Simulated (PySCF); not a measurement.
**Spinor energies of Ir⁺ (iridium, charge +1)**

Start: [Xe] 4f14 5d7 6s1; 5d3/2 filled at m_j = -3/2, -1/2, +1/2, +3/2; 5d5/2 filled at m_j = +1/2, +3/2, +5/2; 6s1/2 filled at m_j = +1/2. Calculated with PySCF 2.14 in x2c-QZVPPall-2c (16s16p12d7f2g, 191 functions): generalised Hartree-Fock with the X2C-1e Hamiltonian and a Gaussian nucleus; one run each with spin-orbit coupling (SO) switched off, then screened by Boettger's factors.

| spinor shell | electrons | ε, spin-free (eV) | ε, screened SO (eV) | weight of nominal j (screened SO) | rms radius, screened SO (bohr) |
| --- | --- | --- | --- | --- | --- |
| 1s1/2 | 2 | -76543.4 | -76516.7 | 1.000 | 0.0197 |
| 2s1/2 | 2 | -13545.3 | -13536.8 | 1.000 | 0.0795 |
| 2p1/2 | 2 | -11776.8 | -12945.7 | 1.000 | 0.0675 |
| 3s1/2 | 2 | -3240.7 | -3237.9 | 1.000 | 0.203 |
| 3p1/2 | 2 | -2714.9 | -2973.6 | 1.000 | 0.195 |
| 3p3/2 | 4 | -2714.9 | -2610.0 | 1.000 | 0.210 |
| 3d3/2 | 4 | -2128.2 | -2173.9 | 1.000 | 0.185 |
| 3d5/2 | 6 | -2128.2 | -2095.5 | 1.000 | 0.189 |
| 4s1/2 | 2 | -732.90 | -731.93 | 1.000 | 0.450 |
| 4p1/2 | 2 | -557.41 | -619.26 | 1.000 | 0.456 |
| 4p3/2 | 4 | -557.41 | -532.02 | 1.000 | 0.490 |
| 4d3/2 | 4 | -337.39 | -347.08 | 1.000 | 0.507 |
| 4d5/2 | 6 | -337.39 | -330.10 | 1.000 | 0.519 |
| 5s1/2 | 2 | -123.60 | -123.32 | 1.000 | 1.05 |
| 4f5/2 | 6 | -90.800 | -92.300 | 0.997 | 0.583 |
| 4f7/2 | 8 | -90.800 | -88.813 | 0.998 | 0.589 |
| 5p1/2 | 2 | -75.358 | -86.705 | 0.983 | 1.15 |
| 5p3/2 | 4 | -75.358 | -70.467 | 0.992 | 1.25 |
| 5d3/2 | 4 | -21.402 | -21.848 | 0.711 | 1.76 |
| 5d5/2 | 3 | -21.402 | -20.857 | 0.707 | 1.80 |
| 6s1/2 | 1 | -16.650 | -16.593 | 0.994 | 2.94 |

Question: Where does 2p3/2 lie, and what is the 2p spin-orbit splitting (screened SO)?

Answer: At -11311.9 eV, 1633.8 eV above 2p1/2.

| quantity | spin-free | screened SO |
| --- | --- | --- |
| E (hartree) | -17814.14952 | -17839.06585 |
| M_J | 5 | 5 |
| ⟨J²⟩ | 30.010 | 30.014 |
| ⟨L²⟩ | 12.007 | 12.779 |
| ⟨S²⟩ | 6.003 | 5.855 |

Each row is a mean over spinors that exchange with the open shell spreads, by up to 7.384 eV (5p3/2).

Rows whose weight is well below 1 are mixtures of j = l ± 1/2: exchange outweighs spin-orbit coupling there, and the label is only the starting occupation.

Breit and QED terms are absent; they matter most for the inner s and p1/2 levels.

Densities and radii are taken from the X2C orbitals without a picture-change correction, which distorts them close to the nucleus.

Without spin-orbit coupling the j labels of p, d and f shells carry no meaning; the spin-free column gives the mean over the occupied spinors of each nl shell.
